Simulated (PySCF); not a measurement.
## Ca⁺: ionisation energy

Ca⁺ [Ar] 4s1 (2S) → Ca²⁺ [Ar] (1S), as a difference of total energies. Computed with PySCF 2.14 in aug-cc-pwCVTZ-X2C (9s8p6d3f, 84 functions), with scalar relativity by spin-free X2C-1e. Correlated levels: valence and next inner shell: [Ne] frozen. The calculations carry no spin-orbit coupling.

```
                                method  ionisation energy (eV)
                                   UHF                  11.357
    MP2 (valence and next inner shell)                  11.826
SCS-MP2 (valence and next inner shell)                  11.734
   CCSD (valence and next inner shell)                  11.801
CCSD(T) (valence and next inner shell)                  11.832
```

Q: How much does correlation contribute at CCSD(T) (valence and next inner shell)?

A: 11.832 − (11.357) = 0.475 eV, measured against UHF.

Errors of the correlated levels include the incompleteness of this basis and the frozen core.

For comparison: 11.872 eV (measured; NIST Atomic Spectra Database, ionization energies).
